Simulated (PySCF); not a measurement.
# Static response to an electric field

Compound: C₇H₉P.
Numbering: `[CH3:1][C:2]#[C:3][P:4]=[C:5]=[C:6]([CH3:7])[CH3:8]` (hydrogens: H9, H10, H11 on C1; H12, H13, H14 on C7; H15, H16, H17 on C8)

Geometry (GFN2-xTB, Å), atoms numbered from 1 in this order:
```
atom  x, y, z in Å
C1     3.794   -0.219    1.961
C2     2.905   -0.094    0.827
C3     2.123   -0.002   -0.086
P4     1.153    0.169   -1.552
C5    -0.350    0.108   -0.894
C6    -1.600    0.096   -0.528
C7    -2.326    1.352   -0.128
C8    -2.401   -1.173   -0.430
H9     4.785   -0.523    1.622
H10    3.412   -0.966    2.656
H11    3.876    0.737    2.480
H12   -2.633    1.289    0.915
H13   -3.221    1.472   -0.738
H14   -1.691    2.225   -0.255
H15   -1.814   -2.031   -0.746
H16   -2.732   -1.329    0.597
H17   -3.287   -1.098   -1.061
```

Level: PBE0/def2-SVPD (PySCF), static field, nuclei fixed, core orbitals frozen in the response. The polarisability tensor in these axes (au):

```
x   176.69  -2.42  15.06
y    -2.42  83.65  -1.93
z    15.06  -1.93 103.88
```

Problem. Diagonalise the tensor; give its mean and Δα, where Δα² is half the sum of the squared differences of the eigenvalues.

Solution. Principal values 83.46, 101.00 and 179.76 au; mean 121.41 au = 17.99 Å³ = 20.02 × 10⁻⁴⁰ C²·m²/J; Δα = 88.84 au (73 % of the mean).

Problem. What is the dipole moment, and where does it point?

Solution. (-1.01, -0.16, 1.96) D, 2.21 D in size, pointing from the negative to the positive side. Measured along this direction, the outermost atoms are P4 at the negative end and H12 and H16 at the positive end.

Problem. Find the Langevin capture rate constant for H3O+ (19.018 u) meeting this molecule (124.044 u), k = 2.342 × 10⁻⁹ cm³/s × √(α in Å³ / reduced mass in u).

Solution. The reduced mass is 16.49 u, so k = 2.45 × 10⁻⁹ cm³/s. The formula leaves out the permanent dipole, which adds to the capture rate.

Problem. Form Σ f/ω² (atomic units) for the 8 lowest TDDFT singlets, given as eV and f, and set it beside the mean polarisability, which is this sum over all singlets: 4.17, 0.0026; 4.57, 0.0020; 4.66, 0.2523; 4.98, 0.0015; 5.70, 0.0054; 5.93, 0.0175; 6.22, 0.0091; 6.35, 0.0081.

Solution. They add up to 9.63 au, 7.9 % of the 121.41 au; the largest single term is 8.59 au, from the state at 4.66 eV. Terms in order: 0.11, 0.07, 8.59, 0.04, 0.12, 0.37, 0.17, 0.15 au. Higher excitations give the rest. The strengths listed sum to 0.298.

Problem. Refractivity n − 1 of an ideal gas of it at 400 K and 1 atm, from the electronic α?

Solution. N = p/kT = 1.8347 × 10¹⁹ cm⁻³, so n − 1 = 2π × N × 17.99 × 10⁻²⁴ cm³ = 2074 × 10⁻⁶ at long wavelengths, for an ideal gas.

Problem. Rayleigh depolarisation ratio (linearly polarised light, static tensor)?

Solution. ρ = 3Δα²/(45ᾱ² + 4Δα²) = 23675.1/(663289 + 31566.8) = 0.0341.

Problem. In a dilute gas of rigid molecules at 500 K, how does the orientational term μ²/3kT compare with the electronic polarisability?

Solution. In Gaussian units μ²/3kT = 23.50 Å³ against 17.99 Å³, a ratio of 1.31; the Debye molar polarisation (4π/3)N_A(α + μ²/3kT) is 104.7 cm³/mol, leaving out the vibrational part.

Isolated species at its GFN2-xTB geometry, gas phase.

These values come from a run that also computed excited states. The run took 44 s of wall time on one thread of an Arm Neoverse V1, no GPU (shared host), and the process peaked at 0.95 GiB of memory.
